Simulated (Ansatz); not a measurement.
`C=[N][SnH3]` and `C=[N][GaH2]` differ in one atom or group.

Ansatz, PBE0-D4/def2-TZVP geometries, multiplicity 1. 

Elements past krypton have def2 core potentials. Scalar relativity is left out up to krypton.

| property | `C=[N][SnH3]` |
| --- | --- |
| HOMO energy (B3LYP/def2-TZVPP) / eV | -6.59 |
| size of the dipole moment (B3LYP/def2-TZVPP) / D | 1.38 |
| HOMO energy (PBE0/def2-TZVPP) / eV | -6.79 |
| HOMO–LUMO gap (PBE/def2-TZVPP) / eV | 3.79 |
| LUMO energy (ωB97M-V/def2-TZVPP) / eV | 1.33 |
| zero-point energy (PBE0-D4/def2-TZVP) / kJ/mol | 130.8 |

Q: Give the same properties after the change, and the shifts. (An estimate is asked.)

A: Ansatz gave: 
| property | `C=[N][GaH2]` | shift |
| --- | --- | --- |
| HOMO energy (B3LYP/def2-TZVPP) / eV | -6.43 | 0.16 |
| size of the dipole moment (B3LYP/def2-TZVPP) / D | 1.05 | -0.33 |
| HOMO energy (PBE0/def2-TZVPP) / eV | -6.61 | 0.18 |
| HOMO–LUMO gap (PBE/def2-TZVPP) / eV | 3.65 | -0.14 |
| LUMO energy (ωB97M-V/def2-TZVPP) / eV | 0.73 | -0.60 |
| zero-point energy (PBE0-D4/def2-TZVP) / kJ/mol | 112.6 | -18.2 |

With PBE0 the HOMO rises by 0.18 eV and the LUMO falls by 0.41 eV, so the gap narrows by about 0.59 eV. PBE moves the HOMO by 0.07 eV and ωB97M-V by 0.18 eV. The zero-point energy changes by -18.2 kJ/mol with -3 modes. Dipoles are sizes alone; their direction can turn.

B3LYP here is the variant with VWN-RPA as its local correlation; programs differ in this.
